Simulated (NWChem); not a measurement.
All runs are NWChem calculations. System: sulfur tetrafluoride (F4S), charge 0, spin multiplicity 1, at a geometry optimised with PBE/def2-SVP. Level: CCSD(T)/def2-SVP, 9 core orbitals frozen.

Part of the output:

```
             Northwest Computational Chemistry Package (NWChem) 7.3.0
             --------------------------------------------------------

                                NWChem Input Module
                                -------------------

 Scaling coordinates for geometry "geometry" by  1.889725989
 (inverse scale =  0.529177249)

 Turning off AUTOSYM since
 SYMMETRY directive was detected!

                             Geometry "geometry" -> ""
                             -------------------------

 Output coordinates in angstroms (scale by  1.889725989 to convert to a.u.)

  No.       Tag          Charge          X              Y              Z
 ---- ---------------- ---------- -------------- -------------- --------------
    1 F                    9.0000     0.00000000    -1.24239600    -0.63976800
    2 S                   16.0000     0.00000000     0.00000000     0.38941100
    3 F                    9.0000     1.68554600     0.00000000     0.29362500
    4 F                    9.0000    -1.68554600     0.00000000     0.29362500
    5 F                    9.0000     0.00000000     1.24239600    -0.63976800

 Effective nuclear repulsion energy (a.u.)     289.4903652699

            Nuclear Dipole moment (a.u.)
            ----------------------------
        X                 Y               Z
 ---------------- ---------------- ----------------
     0.0000000000     0.0000000000     0.0000037795

      Symmetry information
      --------------------

 Group name             C2v
 Group number             16
 Group order               4
 No. of unique centers     3

      Symmetry unique atoms

     1    2    3


 Summary of "ao basis" -> "" (spherical)
 ------------------------------------------------------------------------------
       Tag                 Description            Shells   Functions and Types
 ---------------- ------------------------------  ------  ---------------------
 *                          def2-svp                  on all atoms

 Summary of "ao basis" -> "ao basis" (spherical)
 ------------------------------------------------------------------------------
       Tag                 Description            Shells   Functions and Types
 ---------------- ------------------------------  ------  ---------------------
 F                          def2-svp                 6       14   3s2p1d
 S                          def2-svp                 8       18   4s3p1d

                                 NWChem SCF Module
                                 -----------------

  ao basis        = "ao basis"
  functions       =    74
  atoms           =     5
  closed shells   =    26
  open shells     =     0
  charge          =   0.00
  wavefunction    = RHF
  use symmetry    = T
  symmetry adapt  = T

 Summary of "ao basis" -> "ao basis" (spherical)
 ------------------------------------------------------------------------------
       Tag                 Description            Shells   Functions and Types
 ---------------- ------------------------------  ------  ---------------------
 F                          def2-svp                 6       14   3s2p1d
 S                          def2-svp                 8       18   4s3p1d

      Symmetry analysis of basis
      --------------------------

        a1         29
        a2          9
        b1         18
        b2         18

 Forming initial guess at       0.0s

      Superposition of Atomic Density Guess
      -------------------------------------

 Sum of atomic energies:        -794.51736391

      Non-variational initial energy
      ------------------------------

 Total energy =    -795.085577
 1-e energy   =   -1683.994825
 2-e energy   =     599.418882
 HOMO         =      -0.352282
 LUMO         =       0.026416

      Symmetry analysis of molecular orbitals - initial
      -------------------------------------------------

  Numbering of irreducible representations:

     1 a1          2 a2          3 b1          4 b2

  Orbital symmetries:

     1 a1          2 a1          3 b2          4 b1          5 a1
     6 a1          7 b1          8 b2          9 a1         10 a1
    11 b1         12 b2         13 a1         14 a1         15 b1
    16 b2         17 a1         18 a2         19 b1         20 a1
[...]
  ----- ------------  ---------------      ----- ------------  ---------------
    26      0.967892  2 S  py                23      0.411857  2 S  py
     3      0.333624  1 F  s                 63     -0.333624  5 F  s
     9      0.254973  1 F  pz                69     -0.254973  5 F  pz
    20      0.224910  2 S  py                 6     -0.208169  1 F  pz
    66      0.208169  5 F  pz

 Vector   28  Occ=0.000000D+00  E= 1.518122D-01  Symmetry=a1
              MO Center= -1.7D-16,  2.0D-16, -5.7D-02, r^2= 1.8D+00
   Bfn.  Coefficient  Atom+Function         Bfn.  Coefficient  Atom+Function
  ----- ------------  ---------------      ----- ------------  ---------------
    17      0.819242  2 S  s                 27     -0.751338  2 S  pz
    24     -0.392576  2 S  pz                16     -0.377225  2 S  s
     8     -0.325435  1 F  py                68      0.325435  5 F  py
     3     -0.311112  1 F  s                 63     -0.311112  5 F  s
     5      0.281037  1 F  py                65     -0.281037  5 F  py

 Vector   29  Occ=0.000000D+00  E= 2.209156D-01  Symmetry=b1
              MO Center=  5.6D-15, -6.0D-14,  4.6D-01, r^2= 2.0D+00
   Bfn.  Coefficient  Atom+Function         Bfn.  Coefficient  Atom+Function
  ----- ------------  ---------------      ----- ------------  ---------------
    25      1.176167  2 S  px                22      0.517482  2 S  px
    35     -0.484914  3 F  s                 49      0.484914  4 F  s
    39      0.418268  3 F  px                53      0.418268  4 F  px
    36     -0.285584  3 F  px                50     -0.285584  4 F  px
    19      0.263196  2 S  px

 center of mass
 --------------
 x =   0.00000000 y =   0.00000000 z =  -0.01228801

 moments of inertia (a.u.)
 ------------------
         293.976132492185           0.000000000000           0.000000000000
           0.000000000000         470.035005523542           0.000000000000
           0.000000000000           0.000000000000         594.943844322097

  Mulliken analysis of the total density
  --------------------------------------

    Atom       Charge   Shell Charges
 -----------   ------   -------------------------------------------------------
    1 F    9     9.38   1.99  1.14  0.84  3.30  2.10  0.01
    2 S   16    14.23   2.00  1.99  1.38  0.30  5.93  1.35  0.82  0.46
    3 F    9     9.51   1.99  1.12  0.86  3.31  2.22  0.01
    4 F    9     9.51   1.99  1.12  0.86  3.31  2.22  0.01
    5 F    9     9.38   1.99  1.14  0.84  3.30  2.10  0.01

       Multipole analysis of the density wrt the origin
       ------------------------------------------------

     L   x y z        total         open         nuclear
     -   - - -        -----         ----         -------
     0   0 0 0     -0.000000      0.000000     52.000000

     1   1 0 0     -0.000000      0.000000      0.000000
     1   0 1 0     -0.000000      0.000000      0.000000
     1   0 0 1      0.559680      0.000000      0.000004

     2   2 0 0    -29.513052      0.000000    182.621285
     2   1 1 0     -0.000000      0.000000      0.000000
     2   1 0 1     -0.000000      0.000000      0.000000
     2   0 2 0    -23.769446      0.000000     99.217954
     2   0 1 1     -0.000000      0.000000      0.000000
     2   0 0 2    -22.922408      0.000000     40.515839

                   NWChem Extensible Many-Electron Theory Module
                   ---------------------------------------------


            General Information
            -------------------
      Number of processors :     1
         Wavefunction type : Restricted Hartree-Fock
          No. of electrons :    52
           Alpha electrons :    26
            Beta electrons :    26
           No. of orbitals :   148
            Alpha orbitals :    74
             Beta orbitals :    74
        Alpha frozen cores :     9
         Beta frozen cores :     9
     Alpha frozen virtuals :     0
      Beta frozen virtuals :     0
         Spin multiplicity : singlet
    Number of AO functions :    74
       Number of AO shells :    32
        Use of symmetry is : on
      Symmetry adaption is : on
         Schwarz screening : 0.10D-09

          Correlation Information
          -----------------------
          Calculation type : Coupled-cluster singles & doubles w/ perturbation
   Perturbative correction : (T)
            Max iterations :      100
        Residual threshold : 0.10D-05
     T(0) DIIS level shift : 0.00D+00
     L(0) DIIS level shift : 0.00D+00
     T(1) DIIS level shift : 0.00D+00
     L(1) DIIS level shift : 0.00D+00
     T(R) DIIS level shift : 0.00D+00
     T(I) DIIS level shift : 0.00D+00
   CC-T/L Amplitude update :  5-th order DIIS
                I/O scheme : Global Array Library
        L-threshold :  0.10D-05
        EOM-threshold :  0.10D-05
 no EOMCCSD initial starts read in
 TCE RESTART OPTIONS
 SLICE:      F
 D4D5:       F
 quantumc:   F
 qrotation:  F
 pwtce:      F
 qducc:      F
 nacto:                         0
 nrotv:                         0
 nrot:                          0

            Memory Information
            ------------------
          Available GA space size is     249031324 doubles
          Available MA space size is     104854388 doubles

 Maximum block size supplied by input
 Maximum block size        24 doubles

 tile_dim =     17

 -------------------------------------------------

 Global array virtual files algorithm will be used

 Parallel file system coherency ......... OK

 4-electron integrals stored in orbital form

 v2    file size   =           990937
 4-index algorithm nr.  13 is used
 imaxsize =       30
 imaxsize ichop =        0


CCSD iterations
 ---------------------------------------------------------
 Iter          Residuum       Correlation     Cpu    Wall
 ---------------------------------------------------------
    1   0.2195052059211  -0.9106908481195     0.2     0.2
    2   0.0572734411244  -0.9028669938179     0.2     0.2
    3   0.0188957639549  -0.9174647283971     0.2     0.2
    4   0.0087387476891  -0.9181896700154     0.2     0.2
    5   0.0032342140181  -0.9197125573708     0.2     0.2
    6   0.0012496306057  -0.9199907320636     0.2     0.2
    7   0.0009557385821  -0.9200434185299     0.2     0.2
    8   0.0003946050618  -0.9200678153245     0.2     0.2
    9   0.0003507832551  -0.9200673607999     0.2     0.2
   10   0.0001634620644  -0.9200819947781     0.2     0.2
   11   0.0000365355654  -0.9200918771459     0.2     0.2
   12   0.0000172089186  -0.9200914214231     0.2     0.2
   13   0.0000093754776  -0.9200918316675     0.2     0.2
   14   0.0000055326268  -0.9200914948079     0.2     0.2
   15   0.0000032397458  -0.9200915085625     0.2     0.2
   16   0.0000010017689  -0.9200913141144     0.2     0.2
   17   0.0000006601851  -0.9200914125673     0.2     0.2
 -----------------------------------------------------------------
 Iterations converged
 CCSD correlation energy / hartree =        -0.920091412567330
 CCSD total energy / hartree       =      -795.598017198673574

 Singles contributions

 Doubles contributions
 CCSD(T)
 Using plain CCSD(T) code
             total no. of tasks          500
 total no. of tasks / no. procs          500
                         wl_min         2744           3.7
                         wl_max      1685159          10.9
        thresh for no. of tasks          500

 CCSD[T]  correction energy / hartree =        -0.023778162197548
 CCSD[T] correlation energy / hartree =        -0.943869574764878
 CCSD[T] total energy / hartree       =      -795.621795360871147
 CCSD(T)  correction energy / hartree =        -0.020822562795179
 CCSD(T) correlation energy / hartree =        -0.940913975362509
 CCSD(T) total energy / hartree       =      -795.618839761468735

 Task  times  cpu:        9.0s     wall:        9.0s

 Total times  cpu:        9.0s     wall:        9.0s
```

Task: Write an NWChem input that would produce this output.

Result: Several could match; the one computed here: 
```
start mol
memory heap 100 mb stack 700 mb global 1900 mb
geometry units angstroms nocenter noautoz
  F      0.000000    -1.242396    -0.639768
  S      0.000000     0.000000     0.389411
  F      1.685546     0.000000     0.293625
  F     -1.685546     0.000000     0.293625
  F      0.000000     1.242396    -0.639768
  symmetry group C2v
end
basis spherical
  * library def2-svp
end
scf
  rhf
  nopen 0
  maxiter 100
  thresh 1e-7
  semidirect memsize 60000000 filesize 0
end
tce
  freeze core 9
  ccsd(t)
  2eorb
  2emet 13
  thresh 1e-6
  maxiter 100
  tilesize 24
end
task tce energy
```
